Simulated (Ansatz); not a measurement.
Consider the atomization: `N=C1O[SiH]1O` → C• + 3 H• + N• + 2 O• + Si•.

Gas-phase electronic energies from Ansatz, PBE0-D4/def2-TZVP geometries. CBS: MP2 limit from def2 TZ/QZ plus the TZ coupled-cluster correction, frozen cores. This one scheme is used for every species, atoms too. DFT in def2-TZVPP. B3LYP here is the variant with VWN-RPA as its local correlation; programs differ in this. Open shells (•) are unrestricted, without spin–orbit coupling. Spin–orbit coupling would lower the free atoms: a little for C, O, Si. One conformer a species, not always the lowest.

`N=C1O[SiH]1O`:

Cartesian coordinates in Å:
```
N -1.711 1.046 0.809
C -0.754 0.323 0.479
O -0.718 -0.943 -0.172
Si 0.842 -0.402 0.137
O 1.818 -0.007 -1.092
H -2.608 0.622 0.562
H 1.663 -1.163 1.089
H 1.468 0.525 -1.811
```

(1) What is ΔE at CCSD(T)/CBS? (An estimate is asked.)

(2) What do these levels give: PBE-D4, revPBE-D4, B3LYP-D4, r2SCAN0-D4, CAM-B3LYP-D4, ωB97X-V, HF/def2-SVP, HF/def2-TZVPP, SCS-MP2/def2-TZVPP, CCSD/def2-TZVPP, HF/def2-QZVPP, HF/CBS(def2)? (Estimate.)

(3) What do rigid-rotor, harmonic-oscillator terms from PBE0-D4/def2-TZVP frequencies (298.15 K, 1 bar) make of the CCSD(T)/CBS value? (Best estimate.)

Largest T1 diagnostic among the species: 0.016.

Results:

(1) Computed: +3211.5 kJ/mol.

(2) The calculation gave: PBE-D4 3335.3, revPBE-D4 3223.5, B3LYP-D4 3204.9, r2SCAN0-D4 3114.0, CAM-B3LYP-D4 3222.4, ωB97X-V 3224.3, HF/def2-SVP 2015.0, HF/def2-TZVPP 2057.8, SCS-MP2/def2-TZVPP 3177.1, CCSD/def2-TZVPP 3014.8, HF/def2-QZVPP 2067.0, HF/CBS(def2) 2068.3 kJ/mol.

(3) Ansatz gave: ΔZPE = -124.8 kJ/mol, ΔH = +3119.2 kJ/mol, ΔS = 838 J/(mol·K), ΔG = +2869.5 kJ/mol. Open shells count their whole term as degenerate.

At CCSD(T), def2-SVP lies −288.7 kJ/mol from the extrapolated value and def2-TZVPP −117.4 kJ/mol: correlation converges slowly with the basis, and small sets miss more of it in the bonded molecule than in its fragments. In def2-TZVPP, CCSD(T) changes the Hartree–Fock value by +1036.3 kJ/mol (the triples alone add +79.3 kJ/mol) and MP2 by +1156.8 kJ/mol; breaking electron pairs costs correlation energy, which Hartree–Fock lacks. The D4 term adds +25.0 kJ/mol with B3LYP and +12.9 kJ/mol with PBE0; it sums over pairs of atoms, weighted by their polarisabilities, and B3LYP, whose exchange is more repulsive, gets the larger term.

For atomizations the MP2-based limit and the directly extrapolated one differ by several kJ/mol either way, and by 10 to 25 for some Ge, Se and Sn compounds, so smaller differences from it don't rank the levels.
